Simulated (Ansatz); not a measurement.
Potential energy curve for GeBe, lowest triplet found (which spin is the ground state isn't settled by this scan).

Computed with Ansatz (a program for electronic structure) with unrestricted PBE/aug-cc-pVDZ.

The batch members p0 to p11 hold the bond at 1.56, 1.68, 1.78, 1.89, 1.95, 2.07, 2.10, 2.17, 2.24, 2.32, 2.45, 2.55 Å.

Ansatz input:

Ansatz 0.2 input:
```yaml
# input.yaml
basis:
  gaussian: { orbitals: aug-cc-pvdz }
hamiltonian:
  xc: pbe
batch:
  members: [p0.yaml, p1.yaml, p2.yaml, p3.yaml, p4.yaml, p5.yaml, p6.yaml, p7.yaml, p8.yaml, p9.yaml, p10.yaml, p11.yaml]

# p6.yaml, one of the 12 members of this batch
crystal:
  periodic: [false, false, false]
  atoms:
    - { symbol: Ge, position_ang: [0.0, 0.0, 0.0] }
    - { symbol: Be, position_ang: [0.0, 0.0, 2.1] }
total_charge: 0
magnetization:
  spin_polarized: true
  initial_magnetization: 2
```

Lines of the output on each member:

```
Member 7: Total energy: -56906.20580018 eV, -2091.2644907448 hartree
Member 3: Total energy: -56905.73411212 eV, -2091.2471565286 hartree
Member 6: Total energy: -56906.18276903 eV, -2091.2636443658 hartree
Member 2: Total energy: -56905.13225967 eV, -2091.2250388589 hartree
Member 4: Total energy: -56905.93786010 eV, -2091.2546441287 hartree
Member 5: Total energy: -56906.15786984 eV, -2091.2627293376 hartree
Member 0: Total energy: -56902.53523409 eV, -2091.1295999293 hartree
Member 8: Total energy: -56906.18971739 eV, -2091.2638997132 hartree
Member 9: Total energy: -56906.13649491 eV, -2091.2619438233 hartree
Member 10: Total energy: -56905.99905405 eV, -2091.2568929649 hartree
Member 1: Total energy: -56904.23641806 eV, -2091.1921172868 hartree
Member 11: Total energy: -56905.86973325 eV, -2091.2521405131 hartree
```
